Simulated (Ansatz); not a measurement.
Basis-set extrapolation for C2H5BClFO, SMILES `CC(O)(F)BCl` (PBE0-D4/def2-TZVP geometry, frozen core, Ansatz 0.2.0). Multiplicity 1, RHF reference.

```csv
,def2-TZVPP,def2-QZVPP
HF,-737.294400,-737.319235
MP2 correlation,-1.112711,-1.204364
CCSD(T) correlation,-1.200531,not run
```

Energies in hartree. Use E(X) = E(∞) + A·exp(−7.88·√X) for Hartree–Fock and E(X) = E(∞) + B·X^(−2.97) for correlation, with X = 3 and 4, and add CCSD(T) minus MP2 of the smaller set to the MP2 limit.

Question: What is the CCSD(T) energy at the basis-set limit?

Answer: HF limit: -737.319235 + (-0.024835) × 0.13774 = -737.32266. MP2 limit: -1.204364 + (-0.091653) × 0.74074 = -1.27226. Higher-order term: -1.200531 − (-1.112711) = -0.08782. Total: -738.68274 hartree, 5.11 eV below CCSD(T)/def2-TZVPP.
